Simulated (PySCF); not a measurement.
**Nuclear quadrupole coupling in `C[SiH2]S[Si@@H](F)[SiH2]SC`**

C₂H₁₁FS₂Si₃.
Cartesian coordinates in Å at the GFN2-xTB level; atoms count from 1:
```xyz
19
C2H11FS2Si3 angstrom
C      2.8260    1.4741   -1.1755
Si     1.9771   -0.0138   -0.3824
S      0.8531    0.8023    1.2800
Si    -0.2124   -0.8982    2.0543
F     -0.5806   -0.4878    3.5672
Si    -2.2391   -1.3439    1.0389
S     -2.1568   -1.1203   -1.0993
C     -2.0645    0.6961   -1.2346
H      3.3674    1.1742   -2.0674
H      3.5338    1.9345   -0.4913
H      2.1039    2.2351   -1.4598
H      1.0236   -0.6707   -1.2709
H      2.9186   -0.9841    0.1706
H      0.7508   -1.9743    2.2371
H     -3.3447   -0.4898    1.4830
H     -2.6181   -2.7457    1.1701
H     -2.9838    1.1313   -0.8552
H     -1.2086    1.0725   -0.6826
H     -1.9558    0.9245   -2.2895
```

Field gradients from the PBE0/pcSseg-1 density (PySCF, non-relativistic), principal values in atomic units, ordered |Vxx| ≤ |Vyy| ≤ |Vzz|:

```csv
atom,Vxx,Vyy,Vzz
S3,0.3438,1.3067,-1.6505
S7,0.2750,2.0839,-2.3589
```

Find the asymmetry η = (Vxx − Vyy)/Vzz and the couplings χ = eQV/h (234.96 MHz × Q in barn × V in au), with Q(33S) = −0.0678 b.

| atom | environment | nucleus | η | χzz (MHz) | χxx (MHz) | χyy (MHz) |
| --- | --- | --- | --- | --- | --- | --- |
| S3 | sulfur bonded to 2 Si | 33S | 0.58 | 26.29 | -5.48 | -20.82 |
| S7 | sulfur bonded to C and Si | 33S | 0.77 | 37.58 | -4.38 | -33.20 |

What is Vzz at S7 in SI units (1 au = 9.71736 × 10²¹ V/m²)?

-2.3589 au = -22.922 × 10²¹ V/m².

And the gradient at the other heavy atoms, for which no coupling is worked out here?

```
atom             environment  Vzz (au)     η
 Si2            SiH2 silicon     0.697  0.06
 Si4  fluorine-bound silicon    -0.693  0.71
  F5  silicon-bound fluorine     1.295  0.14
 Si6            SiH2 silicon     0.481  0.23
  C8         S-methyl carbon     0.315  0.09
```

What couplings would deuterons (Q(2H) = 0.00286 b) have in place of the hydrogens, at this geometry?

```json
{"atom": "H9", "bonded to": "C1", "bond length (Å)": "1.086", "Vzz (au)": "0.3249", "η": "0.00", "χzz (kHz)": "218"}
{"atom": "H10", "bonded to": "C1", "bond length (Å)": "1.087", "Vzz (au)": "0.3212", "η": "0.00", "χzz (kHz)": "216"}
{"atom": "H11", "bonded to": "C1", "bond length (Å)": "1.087", "Vzz (au)": "0.3212", "η": "0.00", "χzz (kHz)": "216"}
{"atom": "H12", "bonded to": "Si2", "bond length (Å)": "1.460", "Vzz (au)": "0.1595", "η": "0.02", "χzz (kHz)": "107"}
{"atom": "H13", "bonded to": "Si2", "bond length (Å)": "1.461", "Vzz (au)": "0.1628", "η": "0.02", "χzz (kHz)": "109"}
{"atom": "H14", "bonded to": "Si4", "bond length (Å)": "1.456", "Vzz (au)": "0.1640", "η": "0.02", "χzz (kHz)": "110"}
{"atom": "H15", "bonded to": "Si6", "bond length (Å)": "1.466", "Vzz (au)": "0.1609", "η": "0.02", "χzz (kHz)": "108"}
{"atom": "H16", "bonded to": "Si6", "bond length (Å)": "1.458", "Vzz (au)": "0.1669", "η": "0.02", "χzz (kHz)": "112"}
{"atom": "H17", "bonded to": "C8", "bond length (Å)": "1.086", "Vzz (au)": "0.3150", "η": "0.04", "χzz (kHz)": "212"}
{"atom": "H18", "bonded to": "C8", "bond length (Å)": "1.086", "Vzz (au)": "0.3054", "η": "0.04", "χzz (kHz)": "205"}
{"atom": "H19", "bonded to": "C8", "bond length (Å)": "1.085", "Vzz (au)": "0.3181", "η": "0.04", "χzz (kHz)": "214"}
```

Geometry: GFN2-xTB, one conformer, isolated molecule. GFN2-xTB bond lengths can be off by several hundredths of an ångström, more for odd bonds, and the gradients follow them. The basis is small and wasn't made for field gradients, so the couplings can be 20 % off.
